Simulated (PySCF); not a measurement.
C₃H₈O₂Si, SMILES COC[SiH2]C=O. The structure is a stationary point at PBE-D3(BJ)/def2-SVP. The structure was generated by enumeration, and PubChem lists no compound with its InChIKey, so it may never have been made. The values are those of a single conformer.

Computed equilibrium geometry at PBE-D3(BJ)/def2-SVP (PySCF confirms it by a frequency run) as a Z-matrix (one conformer of several):
```
C
O 1 1.4168
C 2 1.4096 1 113.34
H 3 1.1075 2 107.74 1 -179.94
H 3 1.1174 4 108.72 2 121.42
H 3 1.1176 4 108.73 5 117.08
H 1 1.1203 2 111.98 3 -59.28
H 1 1.1214 7 105.88 2 -121.90
Si 1 1.9074 7 111.58 8 -119.71
H 9 1.5035 1 111.28 7 65.06
H 9 1.5039 10 109.57 1 122.40
C 9 1.9475 10 109.42 11 117.94
O 12 1.2180 9 122.41 10 -42.22
H 12 1.1389 13 120.71 9 179.06
```
